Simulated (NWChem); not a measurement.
System: AlH3O; SMILES [OH][AlH2]

The following NWChem deck was run.

```
start job
memory heap 200 mb stack 900 mb global 1100 mb
geometry units angstroms noautosym nocenter noautoz
  Al     0.000000    -0.041478     0.560585
  H      0.000000     1.407140     1.213375
  H     -0.000000    -1.391714     1.381931
  O      0.000000    -0.218320    -1.134265
  H     -0.000000     0.490778    -1.778987
end
basis spherical
  * library aug-cc-pvdz
end
dft
  xc xpbe96 cpbe96
  iterations 150
end
property
  response 1 0.0
end
task dft property
```

Output (shortened):

```
             Northwest Computational Chemistry Package (NWChem) 7.3.0
             --------------------------------------------------------

                             Geometry "geometry" -> ""
                             -------------------------

 Output coordinates in angstroms (scale by  1.889725989 to convert to a.u.)

  No.       Tag          Charge          X              Y              Z
 ---- ---------------- ---------- -------------- -------------- --------------
    1 Al                  13.0000     0.00000000    -0.04147800     0.56058500
    2 H                    1.0000     0.00000000     1.40714000     1.21337500
    3 H                    1.0000     0.00000000    -1.39171400     1.38193100
    4 O                    8.0000     0.00000000    -0.21832000    -1.13426500
    5 H                    1.0000     0.00000000     0.49077800    -1.77898700

 Effective nuclear repulsion energy (a.u.)      51.7721142948

  pbe96 is a nonlocal functional; adding pw91lda local functional.
                              NWChem Property Module
                              ----------------------

                                 NWChem DFT Module
                                 -----------------

 Summary of "ao basis" -> "ao basis" (spherical)
 ------------------------------------------------------------------------------
       Tag                 Description            Shells   Functions and Types
 ---------------- ------------------------------  ------  ---------------------
 Al                       aug-cc-pvdz               11       27   5s4p2d
 H                        aug-cc-pvdz                5        9   3s2p
 O                        aug-cc-pvdz                9       23   4s3p2d

            General Information
            -------------------
          SCF calculation type: DFT
          Wavefunction type:  closed shell.
          No. of atoms     :     5
          No. of electrons :    24
           Alpha electrons :    12
            Beta electrons :    12
          Charge           :     0
          Spin multiplicity:     1
          Use of symmetry is: off; symmetry adaption is: off
          Maximum number of iterations: 150
          AO basis - number of functions:    77
                     number of shells:    35
          Convergence on energy requested:  1.00D-06
          Convergence on density requested:  1.00D-05
          Convergence on gradient requested:  5.00D-04

              XC Information
              --------------
          PerdewBurkeErnzerhof Exchange Functional  1.000
            Perdew 1991 LDA Correlation Functional  1.000 local
           PerdewBurkeErnz. Correlation Functional  1.000 non-local

             Grid Information
             ----------------
          Grid used for XC integration:  medium
          Radial quadrature: Mura-Knowles
          Angular quadrature: Lebedev.
          Tag              B.-S. Rad. Rad. Pts. Rad. Cut. Ang. Pts.
          ---              ---------- --------- --------- ---------
          Al                  1.25       88          14.0       590
          H                   0.35       45          15.0       434
          O                   0.60       49          12.0       434
          Grid pruning is: on
          Number of quadrature shells:   272
          Spatial weights used:  Erf1

      Superposition of Atomic Density Guess
      -------------------------------------

 Sum of atomic energies:        -318.13965066

      Non-variational initial energy
      ------------------------------

 Total energy =    -318.395577
 1-e energy   =    -543.531908
 2-e energy   =     173.364217
 HOMO         =      -0.357996
 LUMO         =      -0.008631

   convergence    iter        energy       DeltaE   RMS-Dens  Diis-err
 ---------------- ----- ----------------- --------- --------- ---------
 d= 0,ls=0.0,diis     1   -319.1989248941 -3.71D+02  2.41D-02  6.32D-01
 d= 0,ls=0.0,diis     2   -318.6682469248  5.31D-01  1.47D-02  5.35D+00
 d= 0,ls=0.0,diis     3   -319.2689968963 -6.01D-01  1.67D-03  1.70D-02
 d= 0,ls=0.0,diis     4   -319.2710087336 -2.01D-03  3.75D-04  1.73D-03
 d= 0,ls=0.0,diis     5   -319.2712021988 -1.93D-04  7.02D-05  4.07D-05
  Resetting Diis
 d= 0,ls=0.0,diis     6   -319.2712068334 -4.63D-06  1.81D-05  2.20D-06
 d= 0,ls=0.0,diis     7   -319.2712071624 -3.29D-07  1.13D-05  1.22D-07
 d= 0,ls=0.0,diis     8   -319.2712071133  4.92D-08  5.58D-06  6.39D-07

         Total DFT energy =     -319.271207113278
      One electron energy =     -545.474373335861
           Coulomb energy =      202.556816804761
    Exchange-Corr. energy =      -28.125764876995
 Nuclear repulsion energy =       51.772114294817

 Numeric. integr. density =       23.999986671049

                       DFT Final Molecular Orbital Analysis
                       ------------------------------------

 Vector   10  Occ=2.000000D+00  E=-2.956926D-01
              MO Center=  6.4D-12, -5.6D-01, -2.2D-01, r^2= 2.5D+00
   Bfn.  Coefficient  Atom+Function         Bfn.  Coefficient  Atom+Function
  ----- ------------  ---------------      ----- ------------  ---------------
    51      0.349053  4 O  py                52      0.319295  4 O  pz
    37     -0.263415  3 H  s                 54      0.222955  4 O  py
    55      0.217061  4 O  pz                10      0.177818  1 Al py
    11     -0.177727  1 Al pz                 4     -0.128160  1 Al s
    49     -0.106716  4 O  s                 13      0.095833  1 Al py

 Vector   11  Occ=2.000000D+00  E=-2.832270D-01
              MO Center=  3.7D-10, -1.8D-01, -1.0D+00, r^2= 9.2D-01
   Bfn.  Coefficient  Atom+Function         Bfn.  Coefficient  Atom+Function
  ----- ------------  ---------------      ----- ------------  ---------------
    50      0.594963  4 O  px                53      0.403614  4 O  px
     9      0.129633  1 Al px                56      0.097977  4 O  px
    21      0.049607  1 Al d  1              12      0.033900  1 Al px
    72      0.028591  5 H  px                75      0.027213  5 H  px

 Vector   12  Occ=2.000000D+00  E=-2.586568D-01
              MO Center= -1.2D-10,  1.6D-01,  6.6D-01, r^2= 3.2D+00
   Bfn.  Coefficient  Atom+Function         Bfn.  Coefficient  Atom+Function
  ----- ------------  ---------------      ----- ------------  ---------------
    28      0.330500  2 H  s                 10      0.282009  1 Al py
    37     -0.262488  3 H  s                 51     -0.262111  4 O  py
    13      0.184650  1 Al py                54     -0.160164  4 O  py
    52     -0.145847  4 O  pz                55     -0.111109  4 O  pz
    19      0.106346  1 Al d -1              29      0.098793  2 H  s

 Vector   13  Occ=0.000000D+00  E=-6.796713D-02
              MO Center=  2.7D-09,  3.8D-03,  7.8D-01, r^2= 4.4D+00
   Bfn.  Coefficient  Atom+Function         Bfn.  Coefficient  Atom+Function
  ----- ------------  ---------------      ----- ------------  ---------------
    12      0.603070  1 Al px                 9      0.436214  1 Al px
    50     -0.199761  4 O  px                53     -0.154451  4 O  px
    15      0.136354  1 Al px                56     -0.116881  4 O  px
    21     -0.059728  1 Al d  1              43      0.041769  3 H  px
    34      0.037043  2 H  px                26     -0.034682  1 Al d  1

 Vector   14  Occ=0.000000D+00  E=-3.570434D-02
              MO Center=  1.9D-09,  4.1D-01, -9.8D-01, r^2= 7.8D+00
   Bfn.  Coefficient  Atom+Function         Bfn.  Coefficient  Atom+Function
  ----- ------------  ---------------      ----- ------------  ---------------
     5      0.656889  1 Al s                 71      0.395979  5 H  s
    30     -0.311351  2 H  s                 48     -0.299875  4 O  s
    14     -0.198012  1 Al pz                39     -0.194269  3 H  s
    11     -0.189475  1 Al pz                17     -0.151146  1 Al pz
     3      0.145271  1 Al s                 47     -0.141209  4 O  s

 Vector   15  Occ=0.000000D+00  E= 3.530306D-03
              MO Center= -4.0D-10,  8.6D-01,  6.4D-01, r^2= 8.7D+00
   Bfn.  Coefficient  Atom+Function         Bfn.  Coefficient  Atom+Function
  ----- ------------  ---------------      ----- ------------  ---------------
     5      1.685250  1 Al s                  4      1.314220  1 Al s
    39     -1.296760  3 H  s                 30     -1.053895  2 H  s
    71     -0.625426  5 H  s                 38     -0.378869  3 H  s
    29     -0.302753  2 H  s                  3      0.293325  1 Al s
    16     -0.290426  1 Al py                14      0.234082  1 Al pz

     Multipole analysis of the density
     ---------------------------------

     L   x y z        total         alpha         beta         nuclear
     -   - - -        -----         -----         ----         -------
     0   0 0 0     -0.000000    -12.000000    -12.000000     24.000000

     1   1 0 0      0.000000      0.000000      0.000000      0.000000
     1   0 1 0      0.435801      1.899351      1.899351     -3.362900
     1   0 0 1     -0.090547      0.871429      0.871429     -1.833405

     2   2 0 0    -13.213716     -6.606858     -6.606858      0.000000
     2   1 1 0      0.000000      0.000000      0.000000      0.000000
     2   1 0 1     -0.000000     -0.000000     -0.000000      0.000000
     2   0 2 0    -16.956518    -16.622872    -16.622872     16.289226
     2   0 1 1     -1.899653     -2.002995     -2.002995      2.106338
     2   0 0 2    -14.907314    -44.815177    -44.815177     74.723041

 *** CALLING NEW AORESP DRIVER FOR CLOSED AND OPEN SHELLS ***
 Entering AOResponse driver routine

--------------------------------------------------------------------------------

          -----------------------------------------------
          Solving response equations for perturbing field
          -----------------------------------------------

 number of frequencies:     1
 frequency in a.u.:  0.0000000E+00
 Perturbing field: electric
 Using El. Dipole Length Gauge

 Setting up CPKS with frequency omega =      0.00000000 a.u.

 STATIC response

                                NWChem CPHF Module
                                ------------------

  scftype          =     RHF
  nclosed          =       12
  nopen            =        0
  variables        =      780
  # of vectors     =        3
  tolerance        = 0.10D-03
  level shift      = 0.00D+00
  max iterations   =       50
  max subspace     =       30

 SCF residual:    1.1138259047197164E-004

Iterative solution of linear equations
  No. of variables      780
  No. of equations        3
  Maximum subspace       30
        Iterations       50
       Convergence  1.0D-04

   iter   nsub   residual    time
   ----  ------  --------  ---------
     1      3    2.81D+00      26.6
     2      6    3.47D+00      34.1
     3      9    5.06D-01      39.1
     4     12    3.00D-02      44.1
     5     15    4.82D-03      49.9
     6     18    5.46D-04      54.7
     7     21    5.98D-05      59.6

 Electric Dipole Response Matrix (nonzero elements):

              1        2        3
    1   31.1109  -0.0000  -0.0000
    2   -0.0000  37.9671   0.0105
    3   -0.0000   0.0105  38.6725

 ------------------------------------------
 average:        35.91683 + I       0.00000

 DFT Linear Response polarizability / au
 Frequency  =       0.0000000 / au
              X              Y              Z
 -----------------------------------------------
 X      31.1109296     -0.0000000     -0.0000000
 Y      -0.0000000     37.9670988      0.0104803
 Z      -0.0000000      0.0105319     38.6724698
 -----------------------------------------------
 Eigenvalues =      31.1109296     37.9669431     38.6726255
 Isotropic   =      35.9168327
 Anisotropic =       7.2347133
 -----------------------------------------------

 Magnetic Dipole Response Matrix (nonzero elements):

 Exiting AOResponse driver routine
```

Level: PBE/aug-cc-pVDZ. Structure relaxed at the PBE0/def2-SVP level.
